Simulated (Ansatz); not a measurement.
Abstraction of Cl: CHBr2Cl + GeH2Cl → CHBr2 + GeH2Cl2

Species: CHBr2Cl `ClC(Br)Br`, singlet; GeH2Cl `[Cl][GeH2]`, doublet; CHBr2 `Br[CH]Br`, doublet; GeH2Cl2 (dichlorogermane) `[Cl][GeH2][Cl]`, singlet. A radical takes Cl: the energy is the difference in strength between the C–Cl bond broken and the Ge–Cl bond made.

Shapes, held fixed at every level: PBE0-D4/def2-TZVP. Programs: Ansatz 0.2.0. The zero-point and thermal change to 298 K, harmonic and unscaled (PBE0-D4/def2-TZVP), is -1.5 kJ/mol.

```
                level                   kind  ΔH(298 K) (kJ/mol)  less CCSD(T)/def2-TZVPP
         MP2/def2-SVP    perturbation theory               -92.2                     +8.8
     SPW92/def2-TZVPP                    LDA               -78.1                    +22.9
 r2SCAN-D4/def2-TZVPP               meta-GGA              -104.8                     -3.8
  B3LYP-D4/def2-TZVPP          global hybrid               -96.3                     +4.7
r2SCAN0-D4/def2-TZVPP          global hybrid              -110.2                     -9.2
     CCSD(T)/def2-SVP  coupled cluster or CI              -101.2                     -0.2
        CCSD/def2-SVP  coupled cluster or CI              -106.0                     -5.0
   CCSD(T)/def2-TZVPP  coupled cluster or CI              -101.0                      0.0
```

The highest level, CCSD(T)/def2-TZVPP, gives ΔH(298 K) = -101.0 kJ/mol; the levels span -110.2 to -78.1. The column of differences is taken from that level and isn't an error. No measured value is set beside it here. Open shells run unrestricted. Relativity is left out for Br, Ge. Outer-core shells of Br, Ge are correlated, in sets that cover them unevenly.
